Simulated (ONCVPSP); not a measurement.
## La (Z = 57): one change to an ONCV potential, before and after

lanthanum (La), optimised norm-conserving Vanderbilt (ONCV), made with ONCVPSP 4.0.1 (PBEsol, scalar-relativistic). Core [Kr] 4d10, reference 5s2 5p6 5d1 6s2. Waves: 5s+6s: rc 2.65 bohr, ncon 4, nbas 9, qcut 5.1 1/bohr, 2 projectors; 5p: rc 2.80 bohr, ncon 4, nbas 7, qcut 5.8 1/bohr, 2 projectors, debl 2.2 Ha; 5d: rc 3.30 bohr, ncon 3, nbas 7, qcut 4.9 1/bohr, 2 projectors, debl 2.3 Ha; f scattering state at 0.15 Ha: rc 2.85 bohr, ncon 4, nbas 7, qcut 3.7 1/bohr, 2 projectors, debl 3 Ha. Local part: polynomial inside 2.40 bohr (lpopt 5, dvloc0 4 Ha). Core correction: Teter function, fcfact 2.75, rcfact 1.7.

In the f channel the program set the typed energies aside and used -0.161, 2.839 Ha.

Change: local potential polynomial inside 2.40 bohr (lpopt 5, dvloc0 2.5 Ha).

Cutoffs: the cutoffs (Ha) at which the residual kinetic energy of the hardest occupied pseudo-wave falls to 1 and 0.1 mHa per electron; they do not see the model core or the augmentation charge, which bear on the density cutoff. Errors are all-electron minus pseudo energies relative to the spin-unpolarised reference configuration.

Q: What does the change do?

A: The potential gets neither clearly harder nor softer (8.0 Ha and 9.7 Ha → 8.0 Ha and 9.7 Ha); both files keep a bound ghost (f); the errors of the 4 common tests hardly move; the range in which the s phases agree widens (upper end 3.0 → 4.2).

| quantity | base | changed |
| --- | --- | --- |
| cutoff, loose | 8.0 Ha | 8.0 Ha |
| cutoff, tight | 9.7 Ha | 9.7 Ha |
| bound ghosts | f | f |
| GHOST(+) flags under 300 eV | none | none |
| error for 5s2 5p6 5d1 6s1, meV [ΔE 6.00 eV] | -2.0 | -2.0 |
| error for 5s2 5p6 5d1 6s0, meV [ΔE 16.85 eV] | -11 | -12 |
| error for 5s2 5p6 5d0 6s0, meV [ΔE 35.76 eV] | -23 | -23 |
| error for 5s2 5p5 5d1 6s2, meV [ΔE 26.98 eV] | -62 | -62 |
| s: phases at 2.69 bohr within 0.05 rad from the reference energy up to (Ha; the scan ends near 5) | 3.0 | 4.2 |
| p: phases at 2.84 bohr within 0.05 rad from the reference energy up to (Ha; the scan ends near 5) | 4.2 | 4.1 |
| d: phases at 3.36 bohr within 0.05 rad from the reference energy up to (Ha; the scan ends near 5) | 3.5 | 3.5 |
| f: phases at 2.89 bohr within 0.05 rad from the reference energy up to (Ha; the scan ends near 5) | -0.1 | -0.1 |
| rms error of d²Exc/dni dnj with the model core, mHa | 1.83 | 1.83 |

Base: The cutoffs count occupied waves only; projector 2 of the f channel, the hardest unoccupied one, needs 41 Ha at the loose tolerance. Changed file: The cutoffs count occupied waves only; projector 2 of the f channel, the hardest unoccupied one, needs 41 Ha at the loose tolerance. A true bound ghost makes a file unfit for plane-wave use even where its test errors are small: the radial tests pick states by their node count and pass the ghost by.
